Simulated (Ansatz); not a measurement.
Cost and result up the ladder for MoCl6 (7 atoms). Total charge 0; singlet. Geometry: r2SCAN-D4/def2-SVP.

```xyz
7

Mo    0.000    0.000    0.000
Cl   -1.715    0.961   -1.210
Cl    1.718   -0.958    1.207
Cl    1.082    2.037    0.091
Cl   -1.082   -2.037   -0.086
Cl    1.107   -0.505   -1.962
Cl   -1.109    0.502    1.961
```

Ansatz on 4 threads of Arm Neoverse V2 on a shared host. Times are rough, and most runs start from the orbitals of an earlier one. CAM-B3LYP-D4/def2-TZVPD serves as the yardstick here, not as an exact answer. Differences are given only for rows in sets of like size (and for xTB, whose basis is part of the method), since another set adds its own error. Binding counts from free atoms at the same level (Mo septet, Cl doublet; other spins of the atoms weren't run), without zero-point energy or a counterpoise term.

In the def2 sets Mo takes a core potential; there is no spin–orbit coupling. Correlated methods freeze 30 core orbitals; core or outer-core shells of Mo are correlated, in sets that lack core-valence functions. The rows differ in basis, and correlated rows in double-zeta sets carry the largest basis error.

Correlated methods converge slowly with the basis, most of all in double-zeta sets.

```csv
level,functions,wall time
PBE-D4/def2-SVP,139,1.8 s
PBE0-D4/def2-SVP,139,3 s
PBE-D4/def2-TZVP,262,4.2 s
PBE-D4/def2-TZVPD,316,6 s
MP2/def2-TZVP,262,6.5 s
RPA@PBE/def2-TZVP,262,9 s
PBE0-D4/def2-TZVP,262,9 s
BHLYP-D4/def2-TZVP,262,9.5 s
r2SCAN-D4/def2-TZVP,262,11 s
r2SCANh-D4/def2-TZVP,262,12 s
PBE0-D4/def2-TZVPD,316,12 s
CAM-B3LYP-D4/def2-TZVP (with forces),262,13 s
CAM-B3LYP-D4/def2-TZVPD,316,15 s
CCSD(T)/def2-SVP,139,26 s
```

Task: Estimate what each level gives for the binding energy per atom (eV).

Result: 
| level | binding energy per atom (eV) | difference from CAM-B3LYP-D4/def2-TZVPD (eV) |
| --- | --- | --- |
| PBE-D4/def2-SVP | 3.08 | – |
| PBE0-D4/def2-SVP | 2.69 | – |
| PBE-D4/def2-TZVP | 3.00 | 0.48 |
| PBE-D4/def2-TZVPD | 2.99 | 0.47 |
| MP2/def2-TZVP | 2.84 | 0.32 |
| RPA@PBE/def2-TZVP | 2.34 | -0.18 |
| PBE0-D4/def2-TZVP | 2.64 | 0.12 |
| BHLYP-D4/def2-TZVP | 2.27 | -0.25 |
| r2SCAN-D4/def2-TZVP | 2.81 | 0.29 |
| r2SCANh-D4/def2-TZVP | 2.68 | 0.16 |
| PBE0-D4/def2-TZVPD | 2.64 | 0.12 |
| CAM-B3LYP-D4/def2-TZVP (with forces) | 2.53 | 0.01 |
| CAM-B3LYP-D4/def2-TZVPD | 2.52 | 0.00 |
| CCSD(T)/def2-SVP | 2.33 | – |
